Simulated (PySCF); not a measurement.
Calculated NMR parameters of N#C[C@@H]1C[SiH2]CCO1

* Formula: C5H9NOSi
* SMILES: N#C[C@@H]1C[SiH2]CCO1
* InChI: InChI=1S/C5H9NOSi/c6-3-5-4-8-2-1-7-5/h5H,1-2,4,8H2/t5-/m1/s1
* Point group of the computed structure: C1
* Degrees of unsaturation: 3
* Carbon signals: 5
* Proton signals: 9

Molfile (atoms numbered from 1):
```
C5H9NOSi
     RDKit          3D

 17 17  0  0  0  0  0  0  0  0999 V2000
    3.3228    1.9001   -0.2077 N   0  0  0  0  0  0  0  0  0  0  0  0
    2.2894    1.4518   -0.0174 C   0  0  0  0  0  0  0  0  0  0  0  0
    1.0034    0.8261    0.2394 C   0  0  2  0  0  0  0  0  0  0  0  0
    1.2020   -0.6968    0.3159 C   0  0  0  0  0  0  0  0  0  0  0  0
   -0.4948   -1.5334    0.5473 Si  0  0  0  0  0  4  0  0  0  0  0  0
   -1.6097   -0.5169   -0.6123 C   0  0  0  0  0  0  0  0  0  0  0  0
   -1.2416    0.9652   -0.5159 C   0  0  0  0  0  0  0  0  0  0  0  0
    0.1157    1.2275   -0.7839 O   0  0  0  0  0  0  0  0  0  0  0  0
    0.6389    1.2007    1.2150 H   0  0  0  0  0  0  0  0  0  0  0  0
    1.6705   -1.0260   -0.6133 H   0  0  0  0  0  0  0  0  0  0  0  0
    1.8954   -0.9218    1.1262 H   0  0  0  0  0  0  0  0  0  0  0  0
   -0.4374   -2.9440    0.1679 H   0  0  0  0  0  0  0  0  0  0  0  0
   -0.9292   -1.3545    1.9399 H   0  0  0  0  0  0  0  0  0  0  0  0
   -2.6677   -0.6277   -0.3786 H   0  0  0  0  0  0  0  0  0  0  0  0
   -1.4726   -0.8378   -1.6457 H   0  0  0  0  0  0  0  0  0  0  0  0
   -1.7842    1.5468   -1.2671 H   0  0  0  0  0  0  0  0  0  0  0  0
   -1.5078    1.3528    0.4803 H   0  0  0  0  0  0  0  0  0  0  0  0
  1  2  3  0
  2  3  1  0
  3  4  1  0
  4  5  1  0
  5  6  1  0
  6  7  1  0
  7  8  1  0
  8  3  1  0
  3  9  1  1
  4 10  1  0
  4 11  1  0
  5 12  1  0
  5 13  1  0
  6 14  1  0
  6 15  1  0
  7 16  1  0
  7 17  1  0
M  END
```

Method: geometry: GFN2-xTB, shieldings: GIAO PBE0/pcSseg-1, in PySCF (in vacuum, no relativistic terms, single conformer).

Shifts are taken against calculated references (same method and geometry level): ¹H and ¹³C and ²⁹Si vs TMS; ¹⁵N vs NH3; ¹⁷O against H2O.

| carbon | δC, type | δH (multiplicity) | HMBC from (2–3 bonds) | span of the C tensor (ppm) |
| --- | --- | --- | --- | --- |
| C2 | 123.8, C | – | H9, H10, H11 | 357 |
| C3 | 67.6, CH | 3.98 (m) | H16, H12, H13, H17, H10, H11 | 67 |
| C4 | 17.4, CH2 | H10 1.46 (m); H11 0.98 (m) | H12, H13, H9, H15, H14 | 37 |
| C6 | 10.4, CH2 | H14 0.54 (m); H15 1.22 (m) | H16, H12, H13, H17, H10, H11 | 32 |
| C7 | 71.5, CH2 | H16 4.67 (m); H17 3.53 (m) | H12, H13, H9, H15, H14 | 79 |

Other nuclei:
| atoms | nucleus | environment | δ (ppm) | σ (ppm) |
| --- | --- | --- | --- | --- |
| H12 | ¹H | hydrogen on a silicon bonded to 2 C, in a 6-membered ring | 4.28 | 27.44 |
| H13 | ¹H | hydrogen on a silicon bonded to 2 C, in a 6-membered ring | 4.28 | 27.44 |
| Si5 | ²⁹Si | silicon bonded to 2 C, 2 H, in a 6-membered ring | -53.3 | 402.4 |
| N1 | ¹⁵N | nitrile nitrogen | 303.0 | -35.3 |
| O8 | ¹⁷O | ether oxygen | 64.2 | 271.9 |

1. Carbon types of the structure: 1 × C, 1 × CH, 3 × CH2, leaving 2 H on heteroatoms.
2. δC 123.8: nitrile carbon; this is the usual window of a C≡N carbon, which has no attached hydrogen.
3. δC 71.5: sp3 CH2 bonded to O; pulled downfield by the heteroatom.
4. δC 67.6: sp3 CH bonded to O, α to a nitrile; the inductive effect lowers its shielding.
5. δH 4.67, 3.53: hydrogen on an sp3 CH2 bonded to O; its carbon carries O, which withdraws density.
6. δH 3.98: hydrogen on an sp3 CH bonded to O, α to a nitrile; its carbon carries O, hence the downfield position.

Shifts are as computed. Against solution values, carbons near 30 ppm lie about +3 ppm off and those near 130 ppm about +5 ppm. Of 1309 compounds with measured shifts, 239 miss one by over three times the rms of a fit or turn the order of signals round; such compounds aren't used in these exercises. Experimental scales use liquid or dissolved standards, which lie at an offset from isolated NH3 (liquid NH3: subtract about 20 ppm) and H2O (liquid H2O: subtract about 36 ppm). Unscaled 15N shifts of sp2 nitrogen come out 20 to 40 ppm too high even then. No couplings were computed; multiplicities are counted from neighbouring protons, with m where these are inequivalent, close in shift, in a saturated or five-membered ring or joined by F or P, and br s for small geminal =CH2 splittings.
